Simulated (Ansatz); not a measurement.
`[BH2][Al]1[CH2][NH]1` + `N[AsH2]` → `B[AsH]N` + `[CH2]1[NH][AlH]1` at 600 K and 1 bar (cleavage of the B–Al bond).

Computed with Ansatz on PBE0-D4/def2-TZVP structures; ΔE is electronic, products minus reactants. CCSD(T)/CBS is the MP2 limit (def2-TZVPP, def2-QZVPP) plus CCSD(T) − MP2 in def2-TZVPP, frozen cores. For As outer-core shells are correlated without core-valence functions, which leaves a few kJ/mol of doubt a bond. Scalar relativity is left out up to krypton. One conformer a species, not always the lowest.

| species | CCSD(T)/CBS energy (Eh) | H − E (kJ/mol) | S (J/(mol·K)) |
| --- | --- | --- | --- |
| `[BH2][Al]1[CH2][NH]1` | -362.48517 | 213.5 | 408.8 |
| `N[AsH2]` | -2292.09958 | 143.7 | 315.6 |
| `B[AsH]N` | -2317.47891 | 191.3 | 375.0 |
| `[CH2]1[NH][AlH]1` | -337.12157 | 164.8 | 328.5 |

H − E and S are ideal-gas, rigid-rotor, harmonic terms from PBE0-D4/def2-TZVP, for one conformer and one mirror image of each species. 1 Eh = 2625.50 kJ/mol, R = 8.31446 J/(mol·K).

**Question.** By hand: ΔE, ΔH, ΔS and ΔG.

**Answer.** ΔE = (-2317.47891) + (-337.12157) − (-362.48517) − (-2292.09958) = -0.01573 Eh = -41.3 kJ/mol. Δ(H − E) = 191.3 + 164.8 − 213.5 − 143.7 = -1.1, so ΔH = -42.4 kJ/mol. ΔS = 375.0 + 328.5 − 408.8 − 315.6 = -20.9 J/(mol·K). ΔG = -42.4 − 600 × (-20.9)/1000 = -29.9 kJ/mol.

**Question.** By hand: the equilibrium constant, and the temperature at which ΔG would vanish if ΔH and ΔS stayed fixed.

**Answer.** log₁₀ K = −ΔG/(RT ln 10) = 2.6. ΔG = 0 at ΔH/ΔS = 2029 K.

ΔH outweighs TΔS. A doubt of 5 kJ/mol in ΔE shifts log₁₀ K by 0.4 here. Other conformers and mirror images would add mixing entropy, several J/(mol·K) or more a flexible species. Modes under 60 cm⁻¹, often nearly free rotors, make the harmonic entropy too high. These are equilibria of isolated gas molecules and say nothing of rates. Largest T1 diagnostic: 0.016 (customary marks: 0.02 for closed shells, 0.045 for open ones).
